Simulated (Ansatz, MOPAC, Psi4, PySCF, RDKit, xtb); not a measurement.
Noncovalent pair: C2H2 (SMILES C#C) (first 4 atoms) with C2H6O (SMILES COC); geometry from B3LYP-D3(BJ)/def2-TZVP, rigid monomers moved along the line of their centres of mass till H4···O6 is 1.91 Å.
(charge 0, multiplicity 1):
```xyz
13

C      0.53635     0.04169    -0.21938
C      0.05304     0.00578     0.87661
H      0.96403     0.07327    -1.19150
H     -0.37419    -0.02477     1.85747
C     -0.43981     1.36334     4.15060
O     -0.71708     0.04066     3.73491
C      0.14086    -0.90931     4.33544
H      0.58389     1.65716     3.88746
H     -0.56946     1.47200     5.23415
H     -1.14224     2.01886     3.63883
H      1.19017    -0.71549     4.08065
H     -0.14351    -1.88939     3.95647
H      0.03661    -0.90096     5.42711
```

```tsv
level	interaction energy (kcal/mol)	cost
MMFF94	6.25	-
UFF	21.43	-
GFN-FF	-1.38	-
AM1	0.58	-
PM3	-0.46	-
PM6	-1.65	-
PM7	-0.81	-
GFN1-xTB	0.85	-
GFN2-xTB	-1.35	-
HF/STO-3G (no counterpoise)	-2.46	-
HF/3-21G (no counterpoise)	-6.82	-
HF/6-31G*	-0.36	-
HF/6-31G* (no counterpoise)	-1.54	-
HF/aug-cc-pVDZ	-0.17	-
PBE/def2-TZVPPD	-1.81	×1
PBE-D3(BJ)/def2-TZVPPD	-3.05	×1
PBE-D4/def2-TZVPPD	-3.00	×1
BP86/6-31G* (no counterpoise)	-2.74	-
r2SCAN/def2-TZVPPD	-2.39	×2
r2SCAN-D3(BJ)/def2-TZVPPD	-2.90	×2
r2SCAN-D4/def2-TZVPPD	-2.84	×2
B3LYP/3-21G (no counterpoise)	-8.44	-
B3LYP/6-31G*	-1.39	-
B3LYP/6-31G* (no counterpoise)	-3.13	-
B3LYP/6-311+G** (no counterpoise)	-1.86	-
B3LYP/def2-TZVPPD	-1.14	×2
B3LYP-D3(BJ)/def2-TZVPPD	-3.05	×2
B3LYP-D4/def2-TZVPPD	-2.90	×2
PBE0/def2-TZVPPD	-1.99	×2
PBE0-D3(BJ)/def2-TZVPPD	-3.15	×2
PBE0-D4/def2-TZVPPD	-3.08	×2
M06-2X/6-31G* (no counterpoise)	-4.16	-
wB97X-V/def2-TZVPPD	-2.63	×3
wB97M-V/def2-TZVPPD	-2.71	×3
MP2/6-31G*	-1.41	-
MP2/6-31G* (no counterpoise)	-3.91	-
MP2/aug-cc-pVDZ	-2.22	-
SCS-MP2/aug-cc-pVDZ	-1.35	-
CCSD(T)/aug-cc-pVDZ	-1.91	×40
SAPT0/jun-cc-pV(D+d)Z	-3.10	-
```

The rows run from -8.44 (B3LYP/3-21G (no counterpoise)) to 21.43 kcal/mol (UFF). In aug-cc-pVDZ the value moves HF -0.17, MP2 -2.22, CCSD(T) -1.91, a shift of -1.74 from HF to CCSD(T). The dispersion term adds -1.24 in PBE-D3(BJ), -1.19 in PBE-D4, -0.51 in r2SCAN-D3(BJ). The 6 functionals in def2-TZVPPD without D3 or D4 span 1.57, from wB97M-V to B3LYP.

Monomers are frozen at their geometry in the pair; levels with a basis set take the counterpoise correction. Rows marked so take none. RDKit's UFF carries no charges.

Frozen-core correlation. Rows in 3-21G, 6-311+G**, 6-31G*, STO-3G carry no dispersion term and start afresh at each structure (6-31G* with six Cartesian d functions). MP2/6-31G* freezes PySCF's default core. The state that AM1, PM3, PM6, PM7 reach isn't checked; PM7 holds dispersion and hydrogen-bond terms.

The values were computed with Ansatz (a program for electronic structure); MOPAC for AM1, PM3, PM6, PM7 (differences of heats of formation); Psi4 for SAPT; PySCF for 3-21G rows, 6-311+G** rows, 6-31G* rows, STO-3G rows, the dispersion terms; RDKit for the force fields; xtb for the GFN methods. Values without a source in brackets are computed.

Costs are rough ratios of core time to PBE/def2-TZVPPD (about 9 s over the structures, on one shared machine); a dash marks a level with no comparable run of its own.
